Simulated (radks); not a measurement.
Values are calculated unless marked as measured or tabulated.
All-electron atom: Be IV in 1s1.

Level of theory: scalar-relativistic Kohn-Sham, BLYP, spin-polarised, spherical densities, finite nucleus; open shells are filled with parallel spins first; Fermi nuclear charge, rms radius 2.519 fm (a radial shooting solver on a logarithmic mesh with Libxc functionals).

Energy parts (eV):
part                    energy
total                 -217.456
kinetic                217.550
electron-nucleus      -435.270
Hartree                 33.894
exchange-correlation   -33.629

Orbitals (lengths in bohr, moments of r in powers of bohr):
orbital  occ.  eigenvalue (eV)  <1/r>
1s up       1        -192.5519  3.999

The highest occupied level is 1s up at -192.55 eV. The density falls to 0.001 e/bohr^3 at r = 1.25 bohr. Summed over all electrons, <r^2> = 0.1905 bohr^2, which gives a Langevin (diamagnetic) susceptibility term of -0.151 x 10^-6 cm^3/mol. Spin moment in Bohr magnetons: 1. For comparison, the ionisation energy in NIST's Atomic Spectra Database is 217.72 eV (theoretical). In exact Kohn-Sham theory the highest level is minus the ionisation energy, but local and semilocal functionals leave it too shallow, through self-interaction and a potential that decays too fast; potentials with the right tail come closer.
